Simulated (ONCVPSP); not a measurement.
## Scattering properties, ONCV potential for B

* Element: boron
* Generator: ONCVPSP 4.0.1
* Type: optimised norm-conserving Vanderbilt (ONCV)
* Functional: LDA (Perdew-Wang 92)
* Relativity: scalar-relativistic
* Frozen core: [He]
* Valence charge: 3
* Reference configuration: 2s1 (charge +2)
* Partial waves: 2s: rc 0.95 bohr, ncon 3, nbas 6, qcut 6.4 1/bohr, 2 projectors, debl 2.5 Ha; p scattering state at 0.37 Ha: rc 0.90 bohr, ncon 3, nbas 7, qcut 9.4 1/bohr, local
* Local potential: the p channel
* Core correction: Teter function fitted to the true core (icmod 2), fcfact 0.25

In the p channel the program set the typed energies aside and used 0.050 Ha.

The phase is arctan(r·R′/R) of the radial function R(r), unwrapped; energies in Ha, scanned from -3 to 5 Ha. A pole is an energy at which the radial function vanishes at the test radius. The pseudo phase is shifted by a multiple of π to meet the all-electron one at the reference energy, and phase errors are pseudo minus all-electron; the curves can meet again beyond the range given. Levels narrower than the energy grid can be missing from the lists of poles.

| channel | radius (bohr) | reference energy (Ha) | poles, all-electron | poles, pseudo | unbroken range about the reference energy with phases within 0.05 rad | phase error 1 Ha above the reference energy (rad) |
| --- | --- | --- | --- | --- | --- | --- |
| s | 0.96 | -1.15 | none | none | the whole range | -0.000 |
| p | 0.91 | 0.05 | none | none | the whole range | +0.001 |

Note: ghosts flagged at negative energy: s at -173.1 eV; no localised positive-energy state flagged. A true bound ghost makes a file unfit for plane-wave use.

Phases in the p channel:

```json
{"E (Ha)": "-2.98", "all-electron": "0.495", "pseudo": "0.504"}
{"E (Ha)": "-2.76", "all-electron": "0.417", "pseudo": "0.426"}
{"E (Ha)": "-2.54", "all-electron": "0.330", "pseudo": "0.339"}
{"E (Ha)": "-2.32", "all-electron": "0.234", "pseudo": "0.242"}
{"E (Ha)": "-2.10", "all-electron": "0.129", "pseudo": "0.137"}
{"E (Ha)": "-1.88", "all-electron": "0.017", "pseudo": "0.024"}
{"E (Ha)": "-1.66", "all-electron": "-0.100", "pseudo": "-0.094"}
{"E (Ha)": "-1.44", "all-electron": "-0.219", "pseudo": "-0.215"}
{"E (Ha)": "-1.22", "all-electron": "-0.338", "pseudo": "-0.335"}
{"E (Ha)": "-1.00", "all-electron": "-0.452", "pseudo": "-0.450"}
{"E (Ha)": "-0.78", "all-electron": "-0.561", "pseudo": "-0.559"}
{"E (Ha)": "-0.56", "all-electron": "-0.661", "pseudo": "-0.660"}
{"E (Ha)": "-0.34", "all-electron": "-0.752", "pseudo": "-0.752"}
{"E (Ha)": "-0.12", "all-electron": "-0.835", "pseudo": "-0.835"}
{"E (Ha)": "0.10", "all-electron": "-0.909", "pseudo": "-0.909"}
{"E (Ha)": "0.32", "all-electron": "-0.975", "pseudo": "-0.975"}
{"E (Ha)": "0.54", "all-electron": "-1.034", "pseudo": "-1.034"}
{"E (Ha)": "0.76", "all-electron": "-1.087", "pseudo": "-1.087"}
{"E (Ha)": "0.98", "all-electron": "-1.135", "pseudo": "-1.133"}
{"E (Ha)": "1.20", "all-electron": "-1.177", "pseudo": "-1.176"}
{"E (Ha)": "1.42", "all-electron": "-1.216", "pseudo": "-1.214"}
{"E (Ha)": "1.64", "all-electron": "-1.251", "pseudo": "-1.248"}
{"E (Ha)": "1.86", "all-electron": "-1.282", "pseudo": "-1.280"}
{"E (Ha)": "2.08", "all-electron": "-1.312", "pseudo": "-1.308"}
{"E (Ha)": "2.30", "all-electron": "-1.338", "pseudo": "-1.335"}
{"E (Ha)": "2.52", "all-electron": "-1.363", "pseudo": "-1.359"}
{"E (Ha)": "2.74", "all-electron": "-1.386", "pseudo": "-1.381"}
{"E (Ha)": "2.96", "all-electron": "-1.408", "pseudo": "-1.402"}
{"E (Ha)": "3.18", "all-electron": "-1.428", "pseudo": "-1.421"}
{"E (Ha)": "3.40", "all-electron": "-1.447", "pseudo": "-1.440"}
{"E (Ha)": "3.62", "all-electron": "-1.465", "pseudo": "-1.457"}
{"E (Ha)": "3.84", "all-electron": "-1.482", "pseudo": "-1.473"}
{"E (Ha)": "4.06", "all-electron": "-1.498", "pseudo": "-1.489"}
{"E (Ha)": "4.28", "all-electron": "-1.513", "pseudo": "-1.504"}
{"E (Ha)": "4.50", "all-electron": "-1.528", "pseudo": "-1.518"}
{"E (Ha)": "4.72", "all-electron": "-1.543", "pseudo": "-1.531"}
{"E (Ha)": "4.94", "all-electron": "-1.557", "pseudo": "-1.544"}
```
